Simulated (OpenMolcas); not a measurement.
**I VI: effect of the active space**

* Program: OpenMolcas
* Method: SS-CASPT2 or its RAS form, IPEA 0.25 Eh, imaginary shift 0.1 Eh
* Basis: ANO-RCC-VTZP
* Scalar Hamiltonian: DKH2, point nucleus
* Spin-orbit coupling: state interaction with AMFI integrals over the reference wave functions, term energies averaged over their components

A. 2 electrons in 4 orbitals (5s 5p); 2S+1 = 3 even, 3 roots; 2S+1 = 1 even, 7 roots; 2S+1 = 3 odd, 3 roots; 2S+1 = 1 odd, 3 roots; closed shells correlated: 4d; CASPT2 step of the order of 2.8 core-seconds
B. 2 electrons in 8 orbitals (5s 5p 6s 6p); 2S+1 = 3 even, 3 roots; 2S+1 = 1 even, 7 roots; 2S+1 = 3 odd, 3 roots; 2S+1 = 1 odd, 3 roots; closed shells correlated: 4d; CASPT2 step roughly 4 core-seconds
C. 2 electrons in 9 orbitals (RAS2 5s 5p; RAS3 5d, at most 2 electrons); 2S+1 = 3 even, 3 roots; 2S+1 = 1 even, 7 roots; 2S+1 = 3 odd, 3 roots; 2S+1 = 1 odd, 3 roots; closed shells correlated: 4d; CASPT2 step roughly 6 core-seconds

Energies in cm⁻¹ above 5s² ¹S₀, the measured ground level; measured values from the list in Rauch et al., Astron. Astrophys. 606, A105 (2017).

```tsv
Level	A	B	C	Measured
5s² ¹S₀	0.0	0.0	0.0	0.0
5s 5p ³P°₀	86400	86170	86870	85666
5s 5p ³P°₁	89810	89580	90280	89262
5s 5p ³P°₂	99400	99170	99860	99685
5s 5p ¹P°₁	126280	125880	126910	127424
5p² ³P₀	202000	201870	202520	200085
5p² ³P₁	209670	209390	210070	208474
5p² ¹D₂ [56 %]	211440	210560	211520	209432
5p² ³P₂ [56 %]	223360	222660	222400	221984
```

Deviations, from unrounded energies. A percentage is the sum of absolute deviations over the sum of measured energies, with the sign that they share, or ± where signs differ.

```csv
Against measurement,Levels,A,B,C
mean absolute deviation (cm-1),8,1200,920,1200
other configurations (%),8,±0.7,±0.6,±0.8
```

B lies closest to measurement on these levels and C furthest from it. The largest miss of B in the table is 5p² ³P₀, by +1800 cm-1. The ranking rests on the paired levels alone, and a cruder setting can come out closer through cancelling errors.

Among A to C the level of the table that moves most is 5s 5p ¹P°₁, by 1000 cm-1 (lowest in B, highest in C). Moves below CASPT2's spread within the term are not significant.

Term energies are means over components that CASPT2 splits; among the terms shown or strongly mixed into the levels shown the widest spread is 180 cm-1 (5p² ¹D, B). Over all roots computed the reference weight is 0.90 to 0.95 in A, 0.88 to 0.95 in B; the roots of lowest weight are the least certain, and an intruder state may touch them. The ¹D term of p² mixes with s d, which this space lacks (holds for A; B). Active for correlation alone: 6p 6s; no level in the range computed is led by a configuration that fills them, so any true level of that kind is missing (holds for B). Active for correlation alone: 5d; no level in the range computed is led by a configuration that fills it, so any true level of that kind is missing (holds for C). Some terms mix strongly with configurations of 5d, whose occupation reaches 0.22 (5p² ¹D) (holds for C). Measured partners are found by configuration, term and J. A level has none where our copy of the source lacks it or the pairing is in doubt (some pairs that miss far off the trend of their configuration count as doubtful), and it then counts in no deviation. Only configurations of the active space appear. The table leaves out levels that lie high or whose names do not pair safely across all columns.

A share in square brackets marks a mixed level and gives the weight of the term that names it, the lowest over the columns. ° marks odd parity.
